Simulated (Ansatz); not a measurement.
Species: H₂ClSi, SMILES `[SiH2]Cl` (charge 0, multiplicity 2).

Give a relaxed geometry from r2SCAN-D4/def2-TZVP (Ansatz, a quantum-chemistry and plane-wave program).

the end point of this relaxation (outside a Z-matrix the atoms follow the SMILES, hydrogens last).
Z-matrix (Å, degrees):
```
Si
H 1 1.4866
H 1 1.4866 2 111.05
Cl 1 2.0562 2 108.65 3 119.44
```
